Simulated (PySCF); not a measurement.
## 31P chemical shifts

- coordinates at the GFN2-xTB level
- shieldings: GIAO PBE0/pcSseg-1
- code: PySCF 2.14.0 with density-fitted response routines
- a single conformation, rapidly exchanging positions averaged, relativity neglected, gas phase

Shieldings were converted by a linear fit to measured shifts: 31P (scatter 18.1 ppm rms vs H3PO4, solution or neat liquid). Occasional misses reach two or three times the rms, and more in compound classes unlike the fitted ones.

Q: Give the 31P shifts of `O=Cc1cccpc1`.

A: 
```tsv
compound	environment	δ (ppm)
O=Cc1cccpc1	phosphorus bonded to 2 C, in a 6-membered ring	199.5
```

Q: Order these by 31P shift, lowest first.
A. C[P@@]1(=O)C[C@H]([SiH3])C[C@H]1[SiH3]
B. C[Si@@H](P)C#CCC#N
C. CP1CC[SiH2]CC1
D. P[SiH2][SiH2]OC1CCCC1
E. Cc1cpcnc1[SiH3]
F. C=C[P@](=C)(C)C[SiH3]

A: D (-256.6 ppm, phosphorus bonded to Si, 2 H), B (-236.1 ppm, phosphorus bonded to Si, 2 H), C (-47.1 ppm, phosphorus bonded to 3 C, in a 6-membered ring), F (-2.5 ppm, phosphorus bonded to 4 C), A (38.9 ppm, phosphorus bonded to 3 C, O, in a 5-membered ring), E (188.7 ppm, phosphorus bonded to 2 C, in a 6-membered ring).
